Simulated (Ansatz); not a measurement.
Input for Ansatz (a quantum-chemistry and plane-wave program): R-BLYP/def2-TZVPP on H6OSi2 (SMILES [SiH3]O[SiH3]).

Ansatz 0.2 input:
```yaml
crystal:
  periodic: [false, false, false]
  atoms:
    - {symbol: Si, position_ang: [1.59389771, -0.31811528, 0.08450649]}
    - {symbol: O, position_ang: [-0.00003813, 0.00001461, 0.00007268]}
    - {symbol: Si, position_ang: [-1.59394629, 0.31810515, -0.08448837]}
    - {symbol: H, position_ang: [2.03951332, -0.96080982, -1.17266195]}
    - {symbol: H, position_ang: [2.34263767, 0.94380501, 0.28209376]}
    - {symbol: H, position_ang: [1.85927491, -1.22869396, 1.22139533]}
    - {symbol: H, position_ang: [-2.30178318, -0.39827427, 1.00079640]}
    - {symbol: H, position_ang: [-2.12126519, -0.13038761, -1.39325561]}
    - {symbol: H, position_ang: [-1.81839083, 1.77425617, 0.06154126]}
basis:
  gaussian:
    orbitals: def2-TZVPP
hamiltonian:
  xc: {name: BLYP}
scf: {lower_state_search: off}
```

It printed:

```
WARN ansatz: RAYON_NUM_THREADS=4 ignored (pool sized by the plan → 4); use --threads N
Functional definition: BLYP
these checks for a lower state are left out or cut short: stability, starts, cluster_reference, orbital_swaps, neighbouring_geometries, increment
integrals: 0.11 GiB planned
1081 factors; their error is unknown
mean field: 0.77 GiB planned
mean field evaluation 1: about -17895.1608 eV, gradient 6.7e1 eV
mean field evaluation 2: about -17855.7752 eV, gradient 1.5e2 eV
mean field evaluation 4: about -17902.6241 eV, gradient 3.5e0 eV
mean field evaluation 8: about -17902.6226 eV, gradient 4.1e-2 eV
mean field -17902.62257119 eV, -657.9092446578 hartree, gradient 2.9e-6 eV, S^2 0.000000; 0 other end points of the search recorded, 0 dependent functions left out
reference -17902.62294212 eV, -657.9092582891 hartree; 21, 21 occupied and 178, 178 virtual orbitals, 1081 factors
Total energy: -17902.62294212 eV, -657.9092582891 hartree
Checks for a lower state left out: stability, starts, cluster_reference, orbital_swaps, neighbouring_geometries, increment
```

Self-consistency was reached.

Cost: around 2.2 core-seconds (rough).
